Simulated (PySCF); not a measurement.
A species of formula C2H9PSi2 has this rotational fingerprint, computed with PBE0-D3(BJ)/def2-SVP geometry optimisation, gas phase in PySCF:

- Rotational constants: A = 3824, B = 1114, C = 992.3 MHz
- Dipole components: |μa| = 0.77 D, |μb| = 0.89 D, |μc| = 1.00 D
- Inertial defect: -76.71 u·Å²
- κ: -0.91

Question: Which structure is it? (One computed conformer of each.)
A. `[CH2:1]1[CH2:2][SiH2:3][PH:4][SiH2:5]1` with Si5–C1–C2–Si3 -51°, C1–C2–Si3–P4 41°, C2–Si3–P4–Si5 -14°, Si3–P4–Si5–C1 -9°
B. `[SiH3:1]/[CH:2]=[CH:3]\[SiH2:4][PH2:5]` with C2–C3–Si4–P5 91°, C3–Si4–P5–H -43° and 50°
C. `[SiH3:1]/[CH:2]=[CH:3]/[SiH2:4][PH2:5]` with C2–C3–Si4–P5 -7°, C3–Si4–P5–H -83° and -177°

Answer: B. It is [SiH3]/C=C\[SiH2]P, a near-prolate asymmetric top, point group C1. The candidates at the same level (rigid rotor, commonest isotopes):

```json
{"SMILES": "[SiH3]/C=C/[SiH2]P", "A (MHz)": "4886", "B (MHz)": "900.8", "C (MHz)": "779.3", "μa (D)": "0.28", "μb (D)": "0.53", "μc (D)": "0.56", "Δ (u·Å²)": "-15.97", "point group": "–", "rotor": "near-prolate asymmetric top"}
{"SMILES": "C1C[SiH2]P[SiH2]1", "A (MHz)": "2797", "B (MHz)": "2565", "C (MHz)": "1455", "μa (D)": "0.06", "μb (D)": "1.95", "μc (D)": "0.60", "Δ (u·Å²)": "-30.42", "point group": "–", "rotor": "asymmetric top"}
{"SMILES": "[SiH3]/C=C\\[SiH2]P", "A (MHz)": "3824", "B (MHz)": "1114", "C (MHz)": "992.3", "μa (D)": "0.77", "μb (D)": "0.89", "μc (D)": "1.00", "Δ (u·Å²)": "-76.71", "point group": "C1", "rotor": "near-prolate asymmetric top"}
```

`C1C[SiH2]P[SiH2]1` has B 130 % too high; `[SiH3]/C=C/[SiH2]P` has A 28 % too high. No structure here is proved a minimum.
